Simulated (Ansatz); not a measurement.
Consider the ligand exchange at a Ge–O bond: `[F][GeH]([F])[O][SiH3]` + CH₃SH → `C[S][GeH]([F])[F]` + `O[SiH3]`.

Gas-phase electronic energies from Ansatz, PBE0-D4/def2-TZVP geometries. CCSD(T)/CBS adds triple-zeta CCSD(T) − MP2 to the extrapolated MP2 energy (def2 sets, frozen cores). This one scheme is used for every species. DFT in def2-TZVPP. B3LYP here is the variant with VWN-RPA as its local correlation; programs differ in this. For Ge outer-core shells are correlated without core-valence functions, which leaves a few kJ/mol of doubt a bond. Scalar relativity is left out up to krypton. Each species was taken in one conformer, which may not be the lowest.

`[F][GeH]([F])[O][SiH3]`:

Z-matrix (Å, degrees):
```
Ge
F 1 1.718
O 1 1.729 2 108.3
F 1 1.717 2 104.7 3 115.5
H 1 1.517 2 111.3 3 -124.4
Si 3 1.652 1 137.1 2 51.3
H 6 1.483 3 107.9 1 132.7
H 6 1.483 3 108.9 1 -108.2
H 6 1.485 3 110.5 1 12.4
```

CH₃SH:

```xyz
6

C     0.228    0.052   -0.432
S    -0.260    0.549    1.235
H     0.811   -0.868   -0.421
H     0.856    0.856   -0.816
H    -0.636   -0.056   -1.086
H    -0.999   -0.534    1.520
```

`C[S][GeH]([F])[F]`:

Z-matrix (Å, degrees):
```
C
S 1 1.821
H 1 1.089 2 111.0
H 1 1.090 2 111.7 3 -123.9
H 1 1.089 2 105.8 3 118.2
Ge 2 2.178 1 97.8 3 62.1
F 6 1.721 2 107.1 1 -172.8
F 6 1.729 2 109.4 1 -58.6
H 6 1.530 2 118.6 1 63.3
```

`O[SiH3]`:

Z-matrix (Å, degrees):
```
Si
O 1 1.648
H 1 1.489 2 111.7
H 1 1.489 2 111.7 3 120.9
H 1 1.481 2 105.9 3 -119.6
H 2 0.957 1 117.9 3 -60.5
```

```csv
level,ΔE (kcal/mol)
BLYP-D4,1.0
r2SCAN-D4,1.4
ωB97M-V,2.3
B3LYP,2.5
r2SCAN0,2.1
CAM-B3LYP,4.0
HF/def2-QZVPP,8.2
SCS-MP2/def2-QZVPP,4.2
```

Task: What does CCSD(T)/CBS give? (An estimate is asked.)

Result: Ansatz gave: +2.8 kcal/mol. The listed levels differ from it by -1.8, -1.4, -0.5, -0.3, -0.7, 1.2, 5.4, 1.4 kcal/mol.

Largest T1 diagnostic among the species: 0.012.

In def2-TZVPP, CCSD(T) changes the Hartree–Fock value by −3.5 kcal/mol (the triples alone add −0.7 kcal/mol) and MP2 by −4.3 kcal/mol. At CCSD(T), def2-SVP lies +4.2 kcal/mol from the extrapolated value and def2-TZVPP +1.3 kcal/mol.
